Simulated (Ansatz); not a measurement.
Born–Oppenheimer molecular dynamics of BrCl$_{3}$H$_{2}$OTi (8 atoms, charge 0, multiplicity 1). It starts at the highest image of a converged band, a first-order saddle point between two minima.

Computed with RKS PBE/def2-SVP in Ansatz 0.2.0.

- ensemble: NVE (velocity Verlet)
- time step: 0.5 fs
- steps asked: 200
- starting velocities drawn for: 300 K
- seed: 11416

First frame:

```xyz
8
Properties=species:S:1:pos:R:3
Ti 0.120 -0.130 0.036
O -0.125 -0.361 1.912
H -0.770 0.084 2.495
Cl 2.050 0.533 -0.732
Cl -1.097 1.699 -0.029
Cl -0.923 -1.460 -1.340
Br 1.480 -2.507 1.167
H 0.562 -1.488 2.012
```

Q: How far do the bonds stretch over the last three quarters of this one trajectory? (Pairs bonded in most of those frames.)

A: 
| bond | mean (Å) | spread (Å) | shortest | longest |
| --- | --- | --- | --- | --- |
| Ti1–O2 | 2.083 | 0.058 | 1.93 | 2.15 |
| Ti1–Cl4 | 2.191 | 0.048 | 2.12 | 2.26 |
| Ti1–Cl5 | 2.261 | 0.030 | 2.19 | 2.29 |
| Ti1–Cl6 | 2.207 | 0.016 | 2.16 | 2.22 |
| Ti1–Br7 | 2.740 | 0.200 | 2.34 | 2.97 |
| O2–H3 | 0.980 | 0.015 | 0.95 | 1.01 |
| O2–H8 | 1.020 | 0.058 | 0.91 | 1.16 |

Pairs bonded in part of these frames only: Ti1–H8 11 %, Br7–H8 6 %.

Mean temperature of the second half: 587 K. The conserved energy stayed within 0.3 meV per atom of its start (net change 0.03 meV per atom), so the integration is sound. The kinetic energy rose, since the run started high on the potential surface and went downhill. A run of 0.1 ps of so small a system gives no equilibrium averages. The orbitals stay closed-shell, which can raise the energy where a bond breaks towards radicals; this wasn't checked here.

Time of the run: 8.7 min on 4 threads of Arm Neoverse V2, with other jobs on the host, peak memory 0.28 GiB.
